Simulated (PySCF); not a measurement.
Radial density of Cs (caesium, neutral)

UHF, [Xe] 6s1, 2S determinant. All numbers are calculated (PySCF 2.14, a scalar-relativistic core potential, in def2-SVP with the def2 core potential (46 electrons) (5s3p2d, 24 functions)). This is the valence pseudo-density: the core potential removes the inner electrons and smooths the orbitals near the nucleus.

| r (bohr) | 4πr²ρ (e/bohr) | 4πr²(ρα − ρβ) |
| --- | --- | --- |
| 0.187 | 1.507e-05 | 0.0000 |
| 0.314 | 0.0001585 | 0.0000 |
| 0.529 | 0.008900 | 0.0003 |
| 0.889 | 0.6629 | 0.0077 |
| 1.50 | 4.949 | 0.0105 |
| 2.52 | 2.718 | 0.0133 |
| 4.23 | 0.3324 | 0.1847 |
| 7.12 | 0.1366 | 0.1361 |
| 12.0 | 0.009827 | 0.0098 |
| 20.1 | 2.284e-05 | 0.0000 |

Energies and moments cover only the electrons outside the core potential. Spin-orbit coupling, which splits the p, d and f shells strongly at this Z, is absent.
